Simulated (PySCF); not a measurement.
C5H11FSi.
Z-matrix (Å and degrees, GFN2-xTB geometry), rows numbered from 1:
```
C 
C   1  1.5228
Si  2  1.9150  1  116.74
C   3  1.9078  2   93.65  1  -142.26
C   4  1.5328  3  105.19  2    -7.75
C   5  1.5244  4  108.18  3    33.16
F   6  1.3874  2  109.31  1    50.21
H   1  1.0870  2  110.38  3    58.45
H   1  1.0900  2  110.85  3   178.32
H   1  1.0875  2  110.31  3   -61.47
H   2  1.0945  1  108.40  3   124.28
H   3  1.4617  2  112.47  1   -25.21
H   3  1.4659  2  111.35  1   100.55
H   4  1.0896  3  110.25  2   109.92
H   4  1.0879  3  114.52  2  -129.51
H   5  1.0909  4  110.47  3   -84.83
H   5  1.0913  4  111.62  3   154.61
H   6  1.0986  2  112.75  1   -66.56
```

Definitions: NICS(0) = −σiso at the ring centroid; NICS(1) = −σiso and NICS(1)zz = −σzz at ±1 Å along the ring normal z. Level: GIAO PBE0/pcSseg-1 (PySCF, non-relativistic, gas phase) on the GFN2-xTB geometry, one conformer.

Ring bond lengths (Å), with Mayer bond orders in brackets: C2–Si3 1.915 (0.86), Si3–C4 1.908 (0.92), C4–C5 1.533 (1.01), C5–C6 1.524 (1.03), C6–C2 1.529 (0.97).

Task: Give the NICS values of each ring in ppm.

Result: 
```tsv
ring	type	NICS(0)	NICS(1), two faces	NICS(1)zz, two faces	rms pucker (Å)	centre to ring atoms, mean (Å)
C2–Si3–C4–C5–C6	5-membered ring with Si; formal bonds all single	-3.8	-3.8 / -3.7	-2.5 / -2.2	0.20	1.40
```

Task: What can be read from them?

Result: 
- C2–Si3–C4–C5–C6: mean NICS(1)zz -2.4 ppm, near zero. C2, Si3, C4, C5, C6 have four or more neighbours, so the value isn't read as a sign of a π ring current.

Task: At the first NICS(1) probe listed for ring C2–Si3–C4–C5–C6, 1 Å off the ring, how large is the induced field along the normal in 14.1 T applied along it?

Result: NICSzz × B0 = -2.5 ppm × 14.1 T = -35 μT, against the applied field.

Task: What are the shieldings of the ring atoms and their hydrogens in the same run (means over atoms taken as equivalent)?

Result: 
```
atoms                  environment  σ isotropic (ppm)
   C2  sp3 carbon bound to silicon              157.3
  Si3                 SiH2 silicon              377.6
   C4  sp3 carbon bound to silicon              180.4
   C5              ring CH2 carbon              149.2
   C6               sp3 C–F carbon               84.1
  H11             methine hydrogen              30.61
  H12                Si–H hydrogen              27.66
  H13                Si–H hydrogen              27.53
  H14           methylene hydrogen              30.36
  H15           methylene hydrogen              30.76
  H16           methylene hydrogen              30.36
  H17           methylene hydrogen              29.22
  H18             methine hydrogen              26.65
```
